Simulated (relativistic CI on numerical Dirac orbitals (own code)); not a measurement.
**Re³⁸⁺: computed level list**

Calculated at this level of theory: Dirac-Coulomb-Breit CI, separate exchange-only KLI orbitals for each configuration, model QED (radiative potential, 1s self-energy scaled to tabulated hydrogen-like ionisation energies), unscaled Slater integrals (own radial code, finite nucleus).

Configurations in the expansion (outside the closed core [Ar] 3d10): 4s2 4p6 4d, 4s2 4p6 4f, 4s2 4p5 4d2, 4s 4p6 4d2, 4s2 4p5 4d 4f, 4s 4p6 4d 4f, 4s2 4p6 5s, 4s2 4p6 5p, 4s2 4p6 5d, 4p6 4d2 4f, 4s2 4p5 4d 5s, 4s2 4p6 5f, 4s2 4p5 4d 5p, 4s 4p6 4f 5s, 4s2 4p6 5g, 4s 4p6 4d 5s, 4s2 4p5 4d 5d, 4p6 4d3, 4p5 4d4, 4p5 4d3 4f, 4p6 4d 4f2, 4p6 4f3, 4p5 4d2 4f2, 4p5 4d 4f3, 4p6 4f2 5s, 4s 4p6 4f2, 4s 4p5 4f3, 4s 4p6 4f 5p, 4s 4p5 4f2 5p, 4p6 4f2 5p. Double excitations out of closed p, d and f shells are left out; levels of such configurations are missing from the list, as are those of other unlisted configurations, and high levels can miss mixing partners. These lack a partner that the ground configuration has and come out too high: 4s2 4p5 4d 5s, 4s2 4p5 4d 5p, 4s2 4p5 4d 5d, 4s2 4p6 5d, 4s2 4p6 5f.

The lowest level is 4s2 4p6 4d 2D_3/2, with 100 % of that term; Hund's rules for 4s2 4p6 4d give 2D with J = 3/2, in agreement.

```csv
No.,Configuration,Term,J,E (cm⁻¹),%,Next component (%),Lifetime (s)
1,4s2 4p6 4d,2D,3/2,0,100,,
2,4s2 4p6 4d,2D,5/2,165738,100,,2.05e-05
3,4s2 4p5 4d2,4D°,3/2,1258794,46,23 4F°,6.92e-10
4,4s2 4p5 4d2,4D°,1/2,1260199,87,12 2P°,2.47e-10
5,4s2 4p5 4d2,4F°,5/2,1287103,37,22 2D°,3.38e-10
6,4s2 4p5 4d2,4G°,7/2,1301895,33,31 2G°,3.19e-08
7,4s2 4p5 4d2,4P°,3/2,1363278,29,25 2P°,2.84e-09
8,4s2 4p5 4d2,4D°,5/2,1402314,48,24 4P°,9.19e-09
9,4s2 4p5 4d2,4G°,9/2,1427340,71,16 2G°,2.45e-05
10,4s2 4p5 4d2,4D°,7/2,1430163,43,36 4F°,2.16e-10
11,4s2 4p5 4d2,4D°,3/2,1448430,41,36 2D°,9.67e-11
12,4s2 4p5 4d2,4P°,5/2,1452555,40,35 2F°,3.63e-10
13,4s2 4p5 4d2,2H°,11/2,1462002,58,42 4G°,2.29e-03
14,4s2 4p5 4d2,2G°,7/2,1471215,45,30 2F°,9.43e-08
15,4s2 4p5 4d2,4P°,1/2,1488017,34,29 2S°,3.55e-08
16,4s2 4p5 4d2,2F°,7/2,1507900,37,30 4D°,5.39e-08
17,4s2 4p5 4d2,4D°,5/2,1512780,41,40 2D°,9.36e-11
18,4s2 4p5 4d2,2D°,3/2,1523345,31,30 4S°,3.07e-09
19,4s2 4p5 4d2,2G°,9/2,1529650,56,25 4F°,1.16e-04
20,4s2 4p5 4d2,2F°,5/2,1568009,53,30 4s2 4p6 4f 2F°,4.76e-12
21,4s2 4p5 4d2,4G°,11/2,1596809,58,42 2H°,1.36e-05
22,4s2 4p5 4d2,2D°,3/2,1615242,35,33 4F°,1.71e-12
23,4s2 4p5 4d2,2D°,5/2,1617066,52,19 2F°,1.85e-09
24,4s2 4p5 4d2,2F°,7/2,1618440,42,33 4D°,3.47e-11
25,4s2 4p5 4d2,2G°,9/2,1638690,48,39 4F°,8.88e-06
26,4s2 4p5 4d2,2P°,1/2,1656332,68,15 4P°,4.70e-12
27,4s2 4p5 4d2,2P°,1/2,1696278,55,24 4D°,1.31e-12
28,4s2 4p5 4d2,2F°,7/2,1712106,39,26 4D°,3.67e-11
29,4s2 4p5 4d2,2P°,3/2,1751558,60,23 2D°,9.73e-10
30,4s2 4p5 4d2,2P°,3/2,1822209,43,18 4S°,1.35e-12
31,4s2 4p5 4d2,2D°,5/2,1822356,35,16 2F°,8.25e-13
32,4s2 4p6 4f,2F°,5/2,1842728,46,19 4s2 4p5 4d2 2F°,1.06e-12
33,4s2 4p6 4f,2F°,7/2,1854503,61,21 4s2 4p5 4d2 2G°,1.53e-12
34,4s2 4p5 4d2,2F°,5/2,2121923,47,39 4G°,6.86e-13
35,4s2 4p5 4d2,4G°,7/2,2225585,46,24 2G°,3.78e-10
36,4s2 4p5 4d2,2D°,5/2,2236858,30,18 4F°,1.39e-11
37,4s2 4p5 4d2,4D°,3/2,2248144,39,31 2D°,9.78e-12
38,4s2 4p5 4d2,4D°,1/2,2256272,44,32 4P°,5.81e-12
39,4s2 4p5 4d2,2P°,1/2,2261060,54,17 2S°,5.02e-13
40,4s2 4p5 4d2,2H°,9/2,2272440,46,36 2G°,1.13e-07
41,4s2 4p5 4d2,2D°,3/2,2322119,67,13 4F°,2.36e-13
42,4s2 4p5 4d2,4D°,7/2,2392031,45,32 2F°,2.73e-12
43,4s2 4p5 4d2,2P°,3/2,2430743,34,33 2D°,3.94e-12
44,4s2 4p5 4d2,2G°,9/2,2432412,43,23 2H°,1.05e-07
45,4s2 4p5 4d2,2D°,5/2,2433341,55,17 2F°,3.01e-13
```

Energies count from the lowest computed level; ° marks odd parity; lifetimes are radiative, by E1, M1, E2, M2, E3 decay to levels of this space only.

The mean weight of the leading LS term, summed over parents, in these 45 levels is 49 %, and that of the leading jj configuration (from the same eigenvectors) 89 %, so jj coupling describes them better and the LS labels are nominal.

At this charge energies of transitions that change n are usually good to better than 1 %, and those within a shell (Δn = 0) to a few per cent.

LS names give the leading component of a level, which can be under half, so a name can repeat, a term be missing and a line seem to break the LS rules.
